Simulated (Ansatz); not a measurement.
`C[BH][AlH][SiH2]C` → `B[SiH2][CH2][AlH][CH3]`  (isomerisation)

Computed with Ansatz on PBE0-D4/def2-TZVP structures; ΔE is electronic, products minus reactants. CCSD(T)/CBS is the MP2 limit (def2-TZVPP, def2-QZVPP) plus CCSD(T) − MP2 in def2-TZVPP, frozen cores. DFT in def2-TZVPP. B3LYP here is the variant with VWN-RPA as its local correlation; programs differ in this. One conformer a species, not always the lowest.

```
             level  ΔE (kJ/mol)  difference from CCSD(T)/CBS
            PBE-D4          0.7                         16.6
         r2SCAN-D4        -11.7                          4.2
           PBE0-D4         -2.8                         13.1
          B3LYP-D4        -10.7                          5.2
           ωB97X-V        -12.1                          3.8
           ωB97M-V        -21.5                         -5.6
            B2PLYP        -10.0                          5.9
               PBE          7.3                         23.2
            r2SCAN        -10.3                          5.6
              PBE0          2.8                         18.7
             B3LYP          0.1                         16.0
     HF/def2-TZVPP         -0.9                         15.0
    MP2/def2-TZVPP        -25.3                         -9.4
SCS-MP2/def2-TZVPP        -19.8                         -3.9
   CCSD/def2-TZVPP        -11.6                          4.3
CCSD(T)/def2-TZVPP        -13.9                          2.0
     HF/def2-QZVPP         -1.8                         14.1
    MP2/def2-QZVPP        -26.8                        -10.9
SCS-MP2/def2-QZVPP        -21.0                         -5.1
      HF/CBS(def2)         -2.0                         13.9
     MP2/CBS(def2)        -27.3                        -11.4
    CCSD/CBS(def2)        -13.5                          2.4
       CCSD(T)/CBS        -15.9                            0
```

Largest T1 diagnostic among the species: 0.012.

The D4 term adds −10.8 kJ/mol with B3LYP and −5.6 kJ/mol with PBE0; it sums over pairs of atoms, weighted by their polarisabilities, and B3LYP, whose exchange is more repulsive, gets the larger term. From PBE to PBE0 (25 % exact exchange), in def2-TZVPP and without D4, ΔE moves by −4.5 kJ/mol. In def2-TZVPP, CCSD(T) changes the Hartree–Fock value by −13.0 kJ/mol (the triples alone add −2.3 kJ/mol) and MP2 by −24.4 kJ/mol.
